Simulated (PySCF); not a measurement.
Sn(F)2(Cl)(Me) (CH3ClF2Sn), SMILES [F][Sn]([Cl])([F])[CH3]. Geometry: B3LYP-D3(BJ)/def2-SVP. The structure was generated by enumeration; whether it is a known compound was not checked. The def2 effective core potentials stand for the cores of Sn; spin–orbit coupling is left out.

Computed equilibrium geometry at B3LYP-D3(BJ)/def2-SVP (PySCF confirms it by a frequency run) as bond lengths and angles, and its point group:
point group Cs.
Atoms: C1 Sn2 F3 F4 Cl5 H6 H7 H8. Bond lengths (Å): C1–Sn2 2.139, C1–H6 1.097, C1–H7 1.098, C1–H8 1.098, Sn2–F3 1.934, Sn2–F4 1.934, Sn2–Cl5 2.340. Bond angles (°): Sn2–C1–H6 108.5, Sn2–C1–H7 107.7, Sn2–C1–H8 107.7, H6–C1–H7 111.0, H6–C1–H8 111.0, H7–C1–H8 110.9, C1–Sn2–F3 111.7, C1–Sn2–F4 111.7, C1–Sn2–Cl5 116.4, F3–Sn2–F4 103.4, F3–Sn2–Cl5 106.4, F4–Sn2–Cl5 106.4.
Charge 0, spin multiplicity 1.
